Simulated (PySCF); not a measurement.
# Radial density of Co³⁺ (cobalt, charge +3)

UHF, [Ar] 3d6, high-spin 5D determinant. Calculation: PySCF 2.14, in dyall-av2z (16s12p7d2f, 101 functions); no relativity, point nucleus.

```json
{"r (bohr)": "0.00100", "4πr²ρ (e/bohr)": "0.1599", "4πr²(ρα − ρβ)": "0.0000"}
{"r (bohr)": "0.00169", "4πr²ρ (e/bohr)": "0.4365", "4πr²(ρα − ρβ)": "0.0000"}
{"r (bohr)": "0.00284", "4πr²ρ (e/bohr)": "1.160", "4πr²(ρα − ρβ)": "-0.0001"}
{"r (bohr)": "0.00477", "4πr²ρ (e/bohr)": "2.958", "4πr²(ρα − ρβ)": "-0.0003"}
{"r (bohr)": "0.00803", "4πr²ρ (e/bohr)": "7.019", "4πr²(ρα − ρβ)": "-0.0006"}
{"r (bohr)": "0.0135", "4πr²ρ (e/bohr)": "14.80", "4πr²(ρα − ρβ)": "-0.0013"}
{"r (bohr)": "0.0227", "4πr²ρ (e/bohr)": "25.63", "4πr²(ρα − ρβ)": "-0.0022"}
{"r (bohr)": "0.0382", "4πr²ρ (e/bohr)": "32.41", "4πr²(ρα − ρβ)": "-0.0029"}
{"r (bohr)": "0.0643", "4πr²ρ (e/bohr)": "27.91", "4πr²(ρα − ρβ)": "-0.0021"}
{"r (bohr)": "0.108", "4πr²ρ (e/bohr)": "27.40", "4πr²(ρα − ρβ)": "0.0285"}
{"r (bohr)": "0.182", "4πr²ρ (e/bohr)": "36.58", "4πr²(ρα − ρβ)": "0.3278"}
{"r (bohr)": "0.306", "4πr²ρ (e/bohr)": "21.03", "4πr²(ρα − ρβ)": "1.6609"}
{"r (bohr)": "0.514", "4πr²ρ (e/bohr)": "16.07", "4πr²(ρα − ρβ)": "3.9699"}
{"r (bohr)": "0.865", "4πr²ρ (e/bohr)": "14.99", "4πr²(ρα − ρβ)": "3.7382"}
{"r (bohr)": "1.46", "4πr²ρ (e/bohr)": "3.112", "4πr²(ρα − ρβ)": "1.1161"}
{"r (bohr)": "2.45", "4πr²ρ (e/bohr)": "0.1378", "4πr²(ρα − ρβ)": "0.0665"}
{"r (bohr)": "4.12", "4πr²ρ (e/bohr)": "0.001637", "4πr²(ρα − ρβ)": "0.0007"}
{"r (bohr)": "6.93", "4πr²ρ (e/bohr)": "2.481e-05", "4πr²(ρα − ρβ)": "0.0000"}
```

Where is the radial spin density 4πr²(ρα − ρβ) most negative, and why is it negative at all?

Around r = 0.0382 bohr, down to -0.0029 e/bohr: exchange with the open shell polarises the paired shells in an unrestricted calculation.
